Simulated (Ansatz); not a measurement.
A structure relaxed at PBE-D4/def2-SVP in Ansatz, charge -1, singlet:

```tsv
atom	x (Å)	y (Å)	z (Å)
In1	-1.193	-1.917	2.502
In2	-2.171	-1.775	-1.868
In3	-1.849	2.186	0.484
In4	2.508	1.377	1.783
In5	1.530	1.518	-2.589
As6	-2.247	-0.498	0.487
As7	1.390	-1.117	2.033
As8	0.375	-0.969	-2.498
As9	0.799	2.210	-0.106
H10	-1.233	-3.642	2.186
H11	-1.594	-1.225	4.061
H12	-2.097	-3.517	-1.672
H13	-3.190	-0.994	-3.061
H14	-2.048	2.767	2.127
H15	-2.719	2.862	-0.880
H16	2.202	2.153	3.324
H17	4.123	1.127	1.145
H18	0.611	2.386	-3.803
H19	3.260	1.249	-2.716
H20	-3.743	-0.596	0.820
H21	2.291	-1.925	2.976
H22	1.826	-1.873	0.776
H23	0.773	-1.701	-3.786
H24	1.295	-1.799	-1.600
H25	1.101	3.716	-0.125
```

Problem. Give its formula and point group.

Solution. In5As4H16⁻, a cluster cut from zinc blende InAs (hydrogen-capped). Point group C2v (tolerance 0.1 Å).

Problem. Summarise the bond lengths by kind (pairs closer than 1.2 times the sum of covalent radii, bridged metal pairs left out).

Solution. 10 × As–In 2.68 to 2.74 Å; 10 × H–In 1.75 Å; 6 × As–H 1.53 to 1.54 Å.

In the def2 sets In takes a core potential; there is no spin–orbit coupling.
